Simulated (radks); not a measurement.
Q: The mean radii <r> (bohr) of the occupied orbitals of an atom or ion are listed with their occupations. All-electron calculation, Dirac Kohn-Sham, relativistic LDA (MacDonald-Vosko exchange, VWN5 correlation), spin-unpolarised, spherical densities, finite nucleus; Fermi nuclear charge, rms radius of each element as measured or else 0.836 A^(1/3) + 0.57 fm. Program: a radial shooting solver on a logarithmic mesh with Libxc functionals.

| orbital | occ. | <r> |
|---|---|---|
| 1s1/2 | 2 | 0.01975 |
| 2s1/2 | 2 | 0.08252 |
| 2p1/2 | 2 | 0.06849 |
| 2p3/2 | 4 | 0.07579 |
| 3s1/2 | 2 | 0.2050 |
| 3p1/2 | 2 | 0.1936 |
| 3p3/2 | 4 | 0.2052 |
| 3d3/2 | 3 | 0.1772 |

Name the element and its charge. Open shells, if any, fill j = l - 1/2 first.

A: Z = 70, ytterbium, charge +49: Yb49+ in [Ar] 3d3. The 1s radius gives Z: for a bare nucleus <r> = (2 gamma + 1)/(2Z) with gamma = sqrt(1 - (Z/c)^2), 0.01942 bohr for Z = 70, and screening makes it slightly larger (0.01975 here). The occupations add up to 21, and the charge is Z minus that.
